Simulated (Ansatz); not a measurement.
## Nudged elastic band run: C2H7AlFNTe

Input file:

```yaml
crystal:
  periodic: [false, false, false]
  atoms:
    - { symbol: C, position_ang: [-0.109844, -1.61869, 0.955638] }
    - { symbol: Al, position_ang: [0.933793, 0.011998, 0.542477] }
    - { symbol: C, position_ang: [-0.020725, 0.659568, -1.214378] }
    - { symbol: "N", position_ang: [-1.148603, 0.196024, -1.648809] }
    - { symbol: F, position_ang: [0.412509, 1.637715, -1.948821] }
    - { symbol: Te, position_ang: [0.211987, 2.012113, 2.067016] }
    - { symbol: H, position_ang: [0.258718, -2.083266, 1.877447] }
    - { symbol: H, position_ang: [-0.020748, -2.383006, 0.172167] }
    - { symbol: H, position_ang: [-1.179466, -1.432289, 1.12309] }
    - { symbol: H, position_ang: [2.466465, -0.067255, 0.159475] }
    - { symbol: H, position_ang: [-1.579914, -0.568609, -1.152346] }
    - { symbol: H, position_ang: [-1.628588, 0.601546, -2.442189] }
    - { symbol: H, position_ang: [1.424916, 2.99945, 1.524133] }
basis:
  gaussian: { orbitals: def2-SVP }
hamiltonian:
  xc: { name: BHLYP }
neb:
  order_check: false
  images: 7
  f_tol: 0.05
  max_iterations: 17
  initial_path: idpp
  spring: 0.5
  final_atoms:
    - { symbol: C, position_ang: [-0.14603909, -1.5926054, 0.99481888] }
    - { symbol: Al, position_ang: [0.89993561, 0.04055226, 0.59611155] }
    - { symbol: C, position_ang: [0.0467087, 0.62229071, -1.23445282] }
    - { symbol: "N", position_ang: [-1.05009241, 0.13547617, -1.72007154] }
    - { symbol: F, position_ang: [0.52004434, 1.57606669, -1.97648182] }
    - { symbol: Te, position_ang: [0.05619032, 2.07035871, 2.01535197] }
    - { symbol: H, position_ang: [0.00801342, -2.3823023, 0.24763476] }
    - { symbol: H, position_ang: [-1.22737756, -1.41862312, 1.08088239] }
    - { symbol: H, position_ang: [0.1627848, -2.01818761, 1.95654489] }
    - { symbol: H, position_ang: [2.45399195, -0.02609551, 0.30944585] }
    - { symbol: H, position_ang: [-1.50671056, -0.61365155, -1.22236791] }
    - { symbol: H, position_ang: [-1.48261056, 0.50885254, -2.55534044] }
    - { symbol: H, position_ang: [1.28566104, 3.06316743, 1.52282424] }
```

Command:

```bash
$ ansatz run input.yaml --threads 2 --pin off --max-ram 3072MiB --backend cpu --events-out ev --progress --plain --runs-dir out
```

Output, in part (warnings, iteration lines, the closing report on the highest movable image, with atoms numbered from 0):

```
NEB end point (image 0): max|allowed force component| = 8.743e-3 eV/Å (the criterion of neb.relax_end_points is 1.000e-2)
NEB end point (image 8): max|allowed force component| = 1.390e-2 eV/Å (the criterion of neb.relax_end_points is 1.000e-2)
NEB iter   1: max|band force component| = 5.824e-1 eV/Å  barrier→ = 0.1161 eV  barrier← = 0.1160 eV  Δτ_max = 0.1189 Å  (260 SCF iters)
NEB iter   2: max|band force component| = 2.358e-1 eV/Å  barrier→ = 0.0527 eV  barrier← = 0.0527 eV  CI = image 4  Δτ_max = 0.1019 Å  (236 SCF iters)
NEB iter   3: max|band force component| = 1.050e-1 eV/Å  barrier→ = 0.0465 eV  barrier← = 0.0465 eV  CI = image 4  Δτ_max = 0.0674 Å  (236 SCF iters)
NEB iter   4: max|band force component| = 8.720e-2 eV/Å  barrier→ = 0.0433 eV  barrier← = 0.0433 eV  CI = image 4  Δτ_max = 0.0248 Å  (224 SCF iters)
NEB iter   5: max|band force component| = 5.362e-2 eV/Å  barrier→ = 0.0428 eV  barrier← = 0.0427 eV  CI = image 4  Δτ_max = 0.0423 Å  (194 SCF iters)
NEB iter   6: max|band force component| = 5.030e-2 eV/Å  barrier→ = 0.0424 eV  barrier← = 0.0424 eV  CI = image 4  Δτ_max = 0.0180 Å  (217 SCF iters)
NEB iter   7: max|band force component| = 1.889e-2 eV/Å  barrier→ = 0.0423 eV  barrier← = 0.0423 eV  CI = image 4  Δτ_max = 0.0000 Å  (400 SCF iters)
Total energy: -20273.63938515 eV, -745.0425054379 hartree
Atom 0 at    -0.213854    -1.511766     1.196263 Å, force     0.003742     0.008881    -0.012983 eV/Å
Atom 1 at     0.739642     0.169580     0.742865 Å, force    -0.005599    -0.007682    -0.002815 eV/Å
Atom 2 at     0.250828     0.482019    -1.277961 Å, force     0.005526    -0.017652     0.018891 eV/Å
Atom 3 at    -0.696068    -0.110546    -1.932245 Å, force     0.007473     0.008808     0.006912 eV/Å
Atom 4 at     0.833069     1.392540    -1.996369 Å, force     0.004351     0.014050    -0.014605 eV/Å
Atom 5 at    -0.528898     2.267510     1.665924 Å, force    -0.001115     0.000243     0.004753 eV/Å
Atom 6 at     0.500595    -2.269544     1.536949 Å, force     0.004765    -0.001683     0.005217 eV/Å
Atom 7 at    -0.767999    -1.977694     0.369049 Å, force    -0.001189    -0.000175    -0.003118 eV/Å
Atom 8 at    -0.934750    -1.370186     2.008141 Å, force    -0.003070    -0.000245     0.007641 eV/Å
Atom 9 at     2.319362     0.252192     0.765612 Å, force    -0.001489    -0.000287     0.001033 eV/Å
Atom 10 at    -1.220113    -0.837368    -1.470382 Å, force    -0.008574    -0.001347    -0.007235 eV/Å
Atom 11 at    -0.954438     0.163710    -2.871425 Å, force    -0.003880    -0.003421     0.001257 eV/Å
Atom 12 at     0.693123     3.314851     1.278480 Å, force    -0.000941     0.000511    -0.004949 eV/Å
Dipole moment:    -0.503873    -0.611420    -1.298531 e Å
```

The forces met the threshold. Another band between the same ends (7 images) ends at a top of the same energy, where a vibrational analysis finds 1 clearly imaginary mode.

Final band (atoms are numbered from 1 in the order of the input):

```tsv
image	path coordinate (Å)	energy (kJ/mol)	height of N4 over the plane of its neighbours (Å)
0	0.00	0.0	0.02
1	0.44	0.6	0.01
2	0.89	2.0	0.01
3	1.34	3.5	0.02
4	1.79	4.1	0.02
5	2.23	3.5	0.02
6	2.67	2.1	0.02
7	3.12	0.6	0.02
8	3.57	0.0	0.02
```

The run took 8.5 min on 2 threads of AMD EPYC 7R43 64-Core Processor (Zen 3), on a shared host, peak memory 0.43 GiB.
